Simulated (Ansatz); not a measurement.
Basis sets compared for Pd3Au2⁺. The state is a doublet with charge 1. Geometry r2SCAN-D4/def2-SVP. Ansatz on 4 threads of Arm Neoverse V1 on a shared host; times are rough, and most runs start from earlier orbitals.

Cartesian coordinates in Å:
```
Pd -0.489 0.791 1.257
Pd -1.033 -0.613 -0.997
Pd 1.526 -0.187 -0.275
Au -0.017 -1.830 1.154
Au 0.013 1.839 -1.140
```

In the def2 sets Au, Pd take a core potential; there is no spin–orbit coupling. No other spin state of charge 1 was run. Another isomer (doublet) lies 0.15 eV lower at PBE0-D4/def2-TZVP; other spin states weren't run for this one.

```tsv
level	functions	energy (Eh)	HOMO (eV)	LUMO (eV)	wall time
PBE-D4/def2-SVP	157	-655.1070	-9.64	-9.39	15 s
PBE0-D4/def2-SVP	157	-654.8876	-10.60	-8.58	30 s
```

**Question.** Estimate the rows for PBE-D4/def2-TZVP (with forces), PBE0-D4/def2-TZVP.

**Answer.** 
| level | functions | energy (Eh) | HOMO (eV) | LUMO (eV) | wall time |
| --- | --- | --- | --- | --- | --- |
| PBE-D4/def2-TZVP (with forces) | 200 | -655.2269 | -9.59 | -9.33 | 18 s |
| PBE0-D4/def2-TZVP | 200 | -655.0036 | -10.53 | -8.52 | 57 s |
